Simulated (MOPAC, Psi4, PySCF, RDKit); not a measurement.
Torsional profile of C2H7NSi2, SMILES N#C[SiH2]C[SiH3]. Scanned: dihedral C2–Si3–C4–Si5; all other coordinates were relaxed at GFN2-xTB. Points at φ and −φ are mirror images. Heavy atoms are numbered in the order of the SMILES N#C[SiH2]C[SiH3], hydrogens after them in the order of the atoms that carry them; the mirror image has the same energies with the sign of each dihedral reversed.

Methods: PM6, restricted, heats of formation // GFN2-xTB (MOPAC); RKS-B3LYP/LANL2DZ = restricted B3LYP/LANL2DZ, with its core potentials past Ne // GFN2-xTB (PySCF); MMFF94 // GFN2-xTB (RDKit); MP2/cc-pVTZ = Psi4 1.11 with DF-MP2 (frozen core)/cc-pVTZ // GFN2-xTB.

Energies relative to the lowest point of each profile, in mEh; the last columns give the difference from MP2:

```
φ / °  PM6  RKS-B3LYP/LANL2DZ  MMFF94  MP2/cc-pVTZ  PM6 − MP2/cc-pVTZ  RKS-B3LYP/LANL2DZ − MP2/cc-pVTZ  MMFF94 − MP2/cc-pVTZ
-----  ---  -----------------  ------  -----------  -----------------  -------------------------------  --------------------
-160   0.3                0.4     0.9          0.7               -0.4                             -0.3                   0.3
-140   0.9                1.1     2.8          1.7               -0.8                             -0.6                   1.1
-120   1.3                1.6     3.7          2.2               -0.9                             -0.7                   1.4
-100   1.1                1.2     2.6          1.6               -0.5                             -0.4                   0.9
-80    0.7                0.4     0.6          0.5                0.1                             -0.1                   0.1
-60    0.4                0.2     0.2          0.0                0.4                              0.2                   0.2
-40    0.7                0.7     1.9          0.5                0.2                              0.3                   1.4
-20    1.2                1.6     4.3          1.3               -0.2                              0.3                   3.0
0      1.4                2.1     5.5          1.8               -0.4                              0.3                   3.7
20     1.2                1.6     4.3          1.3               -0.2                              0.3                   3.0
40     0.7                0.7     1.9          0.5                0.2                              0.3                   1.4
60     0.4                0.2     0.2          0.0                0.4                              0.2                   0.2
80     0.7                0.4     0.6          0.5                0.1                             -0.1                   0.1
100    1.1                1.2     2.6          1.6               -0.5                             -0.4                   0.9
120    1.3                1.6     3.7          2.2               -0.9                             -0.7                   1.4
140    0.9                1.1     2.8          1.7               -0.8                             -0.6                   1.1
160    0.3                0.4     0.9          0.7               -0.4                             -0.3                   0.3
180    0.0                0.0     0.0          0.2               -0.2                             -0.2                  -0.2
```

PM6 is furthest from MP2/cc-pVTZ at -120 (-0.9 mEh, below); its mean absolute difference over the points is 0.4 mEh.

RKS-B3LYP/LANL2DZ is furthest from MP2/cc-pVTZ at -120 (-0.7 mEh, below); its mean absolute difference over the points is 0.3 mEh.

MMFF94 is furthest from MP2/cc-pVTZ at 0 (3.7 mEh, above); its mean absolute difference over the points is 1.1 mEh.

MMFF94 has few fitted parameters for silicon.
